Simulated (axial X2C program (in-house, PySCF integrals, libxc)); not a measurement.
# Worked dissociation energy of CsS⁺: MP2, two-component

All values were computed with an in-house all-electron X2C program for linear molecules (integrals from PySCF). Two-component (2c) means X2C with spin–orbit coupling and atomic mean-field two-electron Coulomb and Gaunt terms. Basis: Cs dyall-cv3z [15s15p9d4f1g], S dyall-av3z [9s8p3d2f] (cores contracted in-house); Gaussian nuclei, density fitting, unrestricted open shells. Masses: Cs 132.905 u, S 31.972 u.

Molecular state: Ω = 1 (⟨Sz⟩ = 1.00, ⟨Lz⟩ = 0.00 at HF).

Correlated methods: 14 electrons correlated (number of frozen shells: Cs 4 s, 3 p, 2 d; S 2 s, 1 p), 296 virtual spin orbitals or spinors in MP2.

```
E(Cs+) (2M_J = 0) : -7779.946114 hartree
E(S) (2M_J = 4)   : -398.658728 hartree
E(CsS⁺) at Re     : -8178.612599 hartree
ωe                : 79.2 cm⁻¹
ωexe              : 1 cm⁻¹
```

Q: Work out De and D0.

A: De = -7779.946114 + (-398.658728) − (-8178.612599) = 0.00776 hartree = 0.211 eV. The zero-point energy is ωe/2 − ωexe/4 = 39 cm⁻¹ = 0.005 eV, so D0 = 0.206 eV.

The state is a single determinant with fixed occupations, the lowest that a limited PBE0 search found. De is counted from the lowest determinant-based energies of the atoms at the same level, without counterpoise correction. PBE0 can misorder states that lie within some tenths of an eV, so this need not be the ground state of the molecule. The nearest other 2c determinant of the search, Ω = 2, lies 0.30 eV up at the distance of the search. With several unpaired electrons one determinant need not be a pure state. Open-shell Ω = 0 determinants with evenly filled partner blocks cannot be reached by this program, so the Ω shown need not be the lowest component. This is the Ω = 1 component of a π² triplet; the 0⁺ component is not one determinant and can lie lowest.

The bond is weak, and without diffuse functions and with truncated virtuals even CCSD(T) can be tens of per cent off in De.

Each atomic determinant is the lowest at this level and need not be a pure J level. Totals compare only within one Hamiltonian and basis.
